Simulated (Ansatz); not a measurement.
CH$_{3}$AlO$_{2}$S, SMILES `O=[C](S)[AlH][OH]`, relaxed with RKS PBE-D4/def2-SVP in Ansatz from a rough embedded geometry. The force threshold is 0.03 eV/Å; the program also tests the step.

Charge 0, multiplicity 1.

Start:

```xyz
8

O    -0.347   -1.778   -1.444
C    -0.156   -1.050   -0.401
S     0.143   -1.790    1.201
Al   -0.124    0.864   -0.584
O     0.122    1.959    0.918
H     1.554   -1.841    0.981
H    -0.443    1.574   -1.979
H    -0.749    2.062    1.309
```

```
step  energy (eV)  largest force (eV/Å)  largest move (Å)
   1  -22588.7246                 3.709             0.000
   2  -22589.1128                 2.800             0.151
   3  -22589.2453                 2.614             0.193
   4  -22589.4730                 1.816             0.200
   5  -22589.6771                 0.493             0.196
   6  -22589.8223                 0.331             0.200
   7  -22589.9110                 1.050             0.195
   8  -22589.9609                 0.823             0.192
   9  -22589.9879                 0.551             0.121
  10  -22589.9929                 0.515             0.099
  11  -22590.0050                 0.177             0.057
  12  -22590.0105                 0.119             0.049
  13  -22590.0123                 0.110             0.054
  14  -22590.0130                 0.091             0.034
  15  -22590.0135                 0.038             0.047
  16  -22590.0140                 0.020             0.036
```

End:

```xyz
8

O    -0.746   -1.845   -1.447
C    -0.233   -1.163   -0.584
S     0.501   -1.968    0.919
Al   -0.145    0.857   -0.693
O    -0.019    1.785    0.745
H     0.912   -0.788    1.468
H    -0.171    1.643   -2.070
H    -0.100    1.479    1.661
```

It took 30 s on 2 threads of an Arm Neoverse V1 on a shared host, with 0.15 GiB of host memory at the peak.
